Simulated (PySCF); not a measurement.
Species: C2H11NSi2.
Bonds: C1–C2, C2–Si3, Si3–N4, N4–Si5. Hydrogens: H6, H7, H8 on C1; H9, H10 on C2; H11, H12 on Si3; H13 on N4; H14, H15, H16 on Si5.

Computed with PySCF at CAM-B3LYP/def2-SVPD, non-relativistic, on one gas-phase PBE0-D3(BJ)/def2-SVP geometry that isn't relaxed in the solvent. The solvent is an IEF-PCM continuum (cavity from Bondi-type radii × 1.2), and excitations are vertical TDDFT with non-equilibrium linear response and a frozen core. The model holds no explicit solvent molecules, cavitation or dispersion.

Gas-phase singlets (H = HOMO, L = LUMO):

```
state  E (eV)  λ (nm)      f           leading configurations
   S1   6.192     200  0.006                          H→L 93%
   S2   7.226     172  0.010                        H→L+1 75%
   S3   7.406     167  0.047              H→L+2 70%, H→L+3 8%
   S4   7.589     163  0.001  H→L+4 35%, H→L+3 30%, H→L+2 14%
   S5   7.751     160  0.005  H-1→L 19%, H→L+4 17%, H→L+3 14%
```

**Question.** How does the list change in benzene (ε = 2.271)?

**Answer.** 
```csv
state,E (eV),λ (nm),f,leading configurations,change by rank (eV)
S1,6.225,199,0.008,H→L 92%,+0.033
S2,7.223,172,0.013,H→L+1 74%,-0.003
S3,7.335,169,0.069,"H→L+2 67%, H→L+3 10%",-0.071
S4,7.575,164,0.003,"H→L+3 34%, H→L+4 28%, H→L+2 16%",-0.014
S5,7.728,160,0.007,"H→L+4 24%, H-1→L 18%, H→L+3 10%",-0.023
```

**Question.** The ground-state energy changes by -0.039 eV from gas to benzene. By how much does the total energy of gas-phase S1 change?

**Answer.** E(S1) = E(S0) + excitation energy, so it changes by -0.039 + 0.033 = -0.006 eV: it is lowered less than the ground state, which is what a blue shift means. This is the vertical state, with the slow part of the continuum still set for S0.

**Question.** How do the frontier levels move from gas to benzene?

**Answer.** 
| orbital | gas (eV) | solvent (eV) | change (eV) | Löwdin shares, gas | Löwdin shares, solvent |
| --- | --- | --- | --- | --- | --- |
| LUMO+2 | 1.60 | 1.64 | +0.04 | Si5 50 %, H15 12 %, H16 12 %, H14 9 % | Si5 48 %, H15 12 %, H16 12 %, H14 9 % |
| LUMO+1 | 1.35 | 1.45 | +0.10 | C1 23 %, Si3 13 %, C2 12 %, H6 8 % | C1 22 %, Si3 14 %, C2 11 %, H6 8 % |
| LUMO | 0.91 | 1.02 | +0.11 | Si5 25 %, Si3 17 %, H13 15 %, N4 9 % | Si5 27 %, Si3 17 %, H13 13 %, N4 9 % |
| HOMO | -8.61 | -8.53 | +0.08 | N4 46 %, Si3 11 %, Si5 10 %, C2 9 % | N4 46 %, Si3 11 %, C2 10 %, Si5 10 % |
| HOMO-1 | -10.05 | -9.96 | +0.09 | C2 25 %, Si3 18 %, C1 10 %, N4 9 % | C2 25 %, Si3 18 %, C1 10 %, N4 10 % |
| HOMO-2 | -10.53 | -10.47 | +0.06 | Si3 25 %, H11 18 %, H12 12 %, Si5 10 % | Si3 25 %, H11 18 %, H12 13 %, C2 10 % |
| HOMO-3 | -10.96 | -10.91 | +0.05 | Si5 31 %, H14 25 %, H15 11 %, N4 8 % | Si5 31 %, H14 25 %, H15 10 %, N4 8 % |

The HOMO–LUMO gap goes from 9.51 to 9.55 eV.

Shape of the structure used: `[CH3:1][CH2:2][SiH2:3][NH:4][SiH3:5]`: C1–C2–Si3–N4 179°, C2–Si3–N4–Si5 120°.
